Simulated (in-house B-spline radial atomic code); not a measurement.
Results of a calculation; reference values are marked as such.
**Stopping and range of 5 keV Ge in InAs**

The pair potential comes from two frozen, spherical free-atom densities (PBE, B-spline radial code, scalar-relativistic past argon): electrostatics plus the change in Thomas-Fermi kinetic and Dirac exchange energy where they overlap, the recipe behind the universal ZBL potential, which averages such potentials (from solid-state densities) over many pairs. It is written V = (Z1 Z2 e²/r) φ(r/a), with e² = 14.3996 eV·Å and a = 0.46850 Å/(Z1^0.23 + Z2^0.23); ZBL's fit is φ = 0.18175 e^(−3.1998x) + 0.50986 e^(−0.94229x) + 0.28022 e^(−0.4029x) + 0.02817 e^(−0.20162x). Where φ falls below 4e-4 it is continued as an exponential.

The target is taken as amorphous, with density 5.68 g/cm³ (NSM archive of the Ioffe Institute); channelling is ignored. Masses: Ge 72.63, In 114.82, As 74.92 u. Nuclear stopping is S_n = 4π a Z1 Z2 e² M1/(M1 + M2) × s_n(ε), with s_n integrated over impact parameters for each pair. Electronic stopping is Lindhard and Scharff's S_e = Z1^(1/6) 8π e² a0 Z1 Z2/(Z1^(2/3) + Z2^(2/3))^(3/2) × v/v0, with a0 = 0.529177 Å and v = v0 at 24.801 keV/u; it misses the oscillations with Z1 seen in experiment, which reach tens of per cent. Compounds add by atom fraction.

```csv
target atom,a (Å),ε at this energy,"s_n, this pair","s_n, ZBL potential"
In,0.10039,0.01362,0.1852,0.1841
As,0.10519,0.01756,0.2022,0.2015
```

(1) What are the atom density and the stopping powers at entry?

Along the track:

| E (keV) | N S_n (eV/nm) | N S_e (eV/nm) |
| --- | --- | --- |
| 0.25 | 179 | 18.3 |
| 0.75 | 317 | 31.7 |
| 1.5 | 442 | 44.9 |
| 2.5 | 554 | 57.9 |
| 3.75 | 654 | 71 |
| 5 | 729 | 81.9 |

(2) Estimate the path length and the projected range.

Answers

(1) N = 5.68 × 0.602214/94.87 = 0.03606 atoms/Å³. For In: S_n = 11040 × 0.1852 = 2044 eV·Å², S_e = 3.5062 × √5000 = 247.9 eV·Å². For As: S_n = 9894 × 0.2022 = 2001 eV·Å², S_e = 2.9209 × √5000 = 206.5 eV·Å². Averaged over the target's atoms (half each) and times N × 10 Å/nm, the ion loses N S_n = 729 eV/nm to recoils and N S_e = 81.9 eV/nm to electrons; the nuclear share is 90 %.

(2) With continuous slowing down the path is the integral of dE/(N (S_n + S_e)). Trapezoids over the table give 9.19 nm, and the stretch below the first row, with stopping taken as √E, adds 2E/(N S) = 2.5 nm: 11.7 nm in all, against 11.3 nm on a fine grid from 5 eV. Deflections shorten the depth: to first order in the energy passed on, N (S_n + S_e) dR_p/dE = 1 − N S_n (M2/M1) R_p/(2E), summed over the target's atoms, and integrating this on the fine grid gives R_p = 5.34 nm, 0.47 of the path. Lindhard's rule of thumb R/(1 + M2/3M1), with mean M2/M1 = 1.31, gives 7.89 nm. On the ZBL potential the same equation gives 5.31 nm, and the full integral equation, which keeps hard collisions, 5.42 nm.
